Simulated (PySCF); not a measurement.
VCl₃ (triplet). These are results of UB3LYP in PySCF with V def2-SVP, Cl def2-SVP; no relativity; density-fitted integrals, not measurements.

Harmonic bands of its minimum:

```json
{"ω (cm⁻¹)": "92", "IR (km/mol)": "18.7"}
{"ω (cm⁻¹)": "96", "IR (km/mol)": "4.5"}
{"ω (cm⁻¹)": "116", "IR (km/mol)": "0.3"}
{"ω (cm⁻¹)": "359", "IR (km/mol)": "0.3"}
{"ω (cm⁻¹)": "451", "IR (km/mol)": "191"}
{"ω (cm⁻¹)": "501", "IR (km/mol)": "131"}
```

Q: The central atom is V. Infer the point group and assign the bands.

A: C2v. The modes span b1 + 2b2 + 3a1: 92 b1, 96 b2, 116 a1, 359 a1, 451 b2, 501 a1. The computed geometry has V–Cl 2.159 Å, V–Cl 2.170 Å (×2); Cl–V–Cl 114.3°, Cl–V–Cl 122.8° (×2).

Other isomers or separated fragments may lie lower. Open d and f shells are described by one determinant, and the ground state may have another occupation or spin.
